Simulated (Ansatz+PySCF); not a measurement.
Values are calculated unless marked as measured or tabulated.
This PySCF input gave a total energy of -923.08982 hartree.

```python
from pyscf import gto, scf

mol = gto.M(atom="""
Ti 0.000000 0.000000 -0.423580
O 0.000000 0.000000 1.164830
""", basis='def2-svp', charge=0, spin=2)
mf = scf.ROHF(mol)
mf.init_guess = 'atom'
mf.kernel()
while True:  # follow internal instabilities
    mo, _, stable, _ = mf.stability(return_status=True)
    if stable: break
    mf.kernel(mf.make_rdm1(mo, mf.mo_occ))
print(mf.converged, mf.e_tot, mf.spin_square()[0])
```

Problem. Write an input for Ansatz with the same method and basis set.

Solution.

```yaml
crystal:
  periodic: [false, false, false]
  atoms:
    - { symbol: Ti, position_ang: [0.0, 0.0, -0.42358] }
    - { symbol: O, position_ang: [0.0, 0.0, 1.16483] }
basis:
  gaussian: { orbitals: def2-SVP }
magnetization:
  initial_magnetization: 2
hamiltonian:
  xc: hf
```

Ansatz (development build ahead of 0.2.0) gave -923.08982 hartree, 0.00 meV from the first.
